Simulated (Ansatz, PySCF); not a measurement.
CdCl2, charge +1, doublet, geometry from GFN2-xTB (such geometries of metal compounds can be far from the true shape) (a state made from the parent by changing its charge; the spin is typed, not shown lowest) (core potentials on Cd). Base run: B3LYP/def2-SVP (PySCF).

Input for PySCF:
```python
from pyscf import gto, scf, dft

mol = gto.M(
    atom='''
Cd   -0.45611652    0.20968775   -0.35721888
Cl    1.81680333    0.05012491   -0.79008748
Cl   -0.52894491   -0.64218445    1.79870550
''',
    basis='def2-svp',
    ecp={'Cd': 'def2-svp'},
    charge=1,
    spin=1,
    verbose=4,
)

mf = dft.UKS(mol)
mf.xc = 'b3lyp'
mf.kernel()
```

The same geometry, method and basis name were run in Ansatz (a program for electronic structure) and PySCF, at each program's defaults and at the settings that a row names. The base is PySCF at its defaults. Differences at the defaults can come from grids, fitting, cores and function types together.

| code and settings | ΔE vs base (µEh) | basis functions | E (Eh) | SCF cycles |
|---|---|---|---|---|
| PySCF, defaults (exact integrals, its default grid, spherical functions) | 0.0 | 67 | -1087.59663 | 14 |
| Ansatz, defaults (factorised integrals, its default grid, spherical functions) | 0.3 | 67 | -1087.59663 | - |
| PySCF, density fitting with def2-universal-jkfit | -83.4 | 67 | -1087.59671 | 14 |
| PySCF, fine grid | -5.5 | 67 | -1087.59663 | 14 |
| Ansatz, high accuracy | -4.8 | 67 | -1087.59663 | - |

Open shells are given as the SCF converged; they aren't shown to be the lowest states, and a large step between rows can be another state.
